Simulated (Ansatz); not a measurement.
Calculated with Ansatz (gas phase, PBE0-D4/def2-TZVP geometries, no zero-point term in ΔE). CBS: MP2 limit from def2 TZ/QZ plus the TZ coupled-cluster correction, frozen cores. This one scheme is used for every species. DFT in def2-TZVPP. For Ge outer-core shells are correlated without core-valence functions, which leaves a few kJ/mol of doubt a bond. Scalar relativity is left out up to krypton. One conformer a species, not always the lowest.

`[SH][GeH3]` + `OC#C[SiH3]` → `[SiH3]C#C[O][GeH3]` + H₂S  (ligand exchange at a Ge–S bond)

`[SH][GeH3]`:

Z-matrix (Å, degrees):
```
Ge
S 1 2.224
H 1 1.536 2 110.4
H 1 1.533 2 104.8 3 119.2
H 1 1.536 2 110.4 3 -121.7
H 2 1.343 1 94.6 3 60.6
```

`OC#C[SiH3]`:

```xyz
8

O     2.633   -0.760   -0.447
C     1.407   -0.402   -0.234
C     0.286   -0.025    0.018
Si   -1.395    0.528    0.386
H     2.682   -1.383   -1.183
H    -1.518    1.993    0.172
H    -2.352   -0.171   -0.510
H    -1.744    0.221    1.797
```

`[SiH3]C#C[O][GeH3]`:

Cartesian coordinates in Å:
```
Si 1.046 1.016 -2.286
C 0.476 -0.034 -0.937
C 0.098 -0.757 -0.040
O -0.296 -1.532 0.899
Ge -1.105 -0.778 2.358
H 0.315 2.311 -2.271
H 0.809 0.356 -3.596
H 2.500 1.299 -2.158
H -2.349 -0.056 1.835
H -1.416 -1.999 3.222
H -0.079 0.174 2.975
```

H₂S:

```xyz
3

S     0.063    0.210   -0.579
H    -0.034    0.804    0.619
H    -0.029   -1.014   -0.040
```

```tsv
level	ΔE (kcal/mol)
PBE0	2.3
HF/CBS(def2)	-1.8
```

What does CCSD(T)/CBS give? (Estimate.)

Computed: 0.0 kcal/mol. The listed levels differ from it by 2.3, -1.8 kcal/mol.

Largest T1 diagnostic among the species: 0.013.
